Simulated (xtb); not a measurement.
AlH4, SMILES [AlH4-], charge -1. All values are semi-empirical tight-binding results from xtb (GFN2-xTB unless named), good for trends rather than for accurate numbers. Geometry: GFN2-xTB. The isomer is the one that the SMILES or the coordinates give; other isomers of the formula were not compared.

Optimised geometry:

```xyz
5

Al     0.0000     0.0000     0.0000
H      0.9397     0.9397     0.9397
H     -0.9397     0.9397    -0.9397
H     -0.9397    -0.9397     0.9397
H      0.9397    -0.9397    -0.9397
```
Charge -1, spin multiplicity 1.

For metal compounds this method's bond lengths and energies can be far off.

| Property | Value |
|---|---|
| point group as xtb finds it | Td |
| orbital gap | 6.92 eV |
| zero-point energy | 13.4 kcal/mol |
| G − E(el) at 298.15 K (modified RRHO) | 1.1 kcal/mol |

Q: Give the atomic charges. (The exact figures need the calculation; the answer reports its results.)

A: charges (e) Al1 0.32, H2 -0.33, H3 -0.33, H4 -0.33, H5 -0.33.
